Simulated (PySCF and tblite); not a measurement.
Results of a calculation; reference values are marked as such.
System: C₈H₉NO, numbered as in [CH3:1]/[N:2]=[CH:3]/[c:4]1[cH:5][cH:6][cH:7][cH:8][c:9]1[OH:10].

Motion: rotation about the C4–C3 bond (torsion C5–C4–C3–N2 from -180° to 0°, rising). GFN2-xTB gives an electronic barrier of 11.8 kcal/mol and a reaction energy of 8.0 kcal/mol.

(1) What does PBE0/pcSseg-1 + D3(BJ), IEF-PCM tetrahydrofuran give on GFN2-xTB geometries?

Programs: tblite and PySCF.

## Answers

(1) A barrier of 16.4 kcal/mol, 4.5 above the tight-binding barrier (from unrounded values), a reaction energy of 11.4 kcal/mol and, with GFN2-xTB thermal terms, ΔG‡(298 K) = 15.8 kcal/mol and k = 30 s⁻¹ (2 equivalent paths).
